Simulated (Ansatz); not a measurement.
The cluster Ba5Se5⁺. Charge 1, multiplicity 2. Geometry PBE-D4/def2-SVP; atoms count from 1.

Cartesian coordinates in Å:
```
Ba 0.971 -1.694 2.728
Ba -2.693 -1.568 0.420
Ba 1.779 -0.440 -1.407
Ba -1.636 1.881 -3.054
Ba 0.696 2.512 1.533
Se 0.765 2.579 -1.579
Se 0.066 -2.853 -0.113
Se -1.382 -1.034 -2.329
Se -1.360 0.317 2.376
Se 2.792 0.300 1.426
```

In the def2 sets Ba takes a core potential; there is no spin–orbit coupling. Another isomer (doublet) lies 0.15 eV lower at PBE0-D4/def2-SVP; other spin states weren't run for this one.

(1) Estimate the Mulliken populations from the PBE0/def2-SVP orbitals of Ansatz.

(2) Where does the spin sit?

(3) And the Mayer bond orders between bonded heavy atoms (over 0.3)?

Results:

(1) 
| atom | charge (e) | spin (α − β) |
| --- | --- | --- |
| Ba1 | 0.83 | 0.07 |
| Ba2 | 0.88 | -0.04 |
| Ba3 | 0.93 | -0.04 |
| Ba4 | 0.87 | 0.07 |
| Ba5 | 0.90 | 0.01 |
| Se6 | -0.74 | 0.01 |
| Se7 | -0.55 | 0.57 |
| Se8 | -0.64 | 0.35 |
| Se9 | -0.76 | 0.00 |
| Se10 | -0.73 | 0.00 |
Mulliken values and Mayer orders depend strongly on the basis.

(2) Summed by element: Ba 0.06, Se 0.94, of 1 unpaired in all. Largest on single atoms: Se7 0.57, Se8 0.35, Ba4 0.07.

(3) Ba1–Se7 0.51 (3.20 Å); Ba1–Se9 0.63 (3.10 Å); Ba1–Se10 0.79 (3.00 Å); Ba2–Se7 0.55 (3.09 Å); Ba2–Se8 0.56 (3.09 Å); Ba2–Se9 0.84 (3.03 Å); Ba3–Se6 0.47 (3.19 Å); Ba3–Se7 0.40 (3.23 Å); Ba3–Se8 0.31 (3.35 Å); Ba3–Se10 0.63 (3.10 Å); Ba4–Se6 1.05 (2.90 Å); Ba4–Se8 0.80 (3.01 Å); Ba5–Se6 0.57 (3.11 Å); Ba5–Se9 0.65 (3.12 Å); Ba5–Se10 0.67 (3.05 Å). Values over 0.3 also appear between atoms too far apart for a bond (Se7–Se8 0.34 at 3.21 Å); they arise where an orbital or an unpaired electron spreads over both atoms.
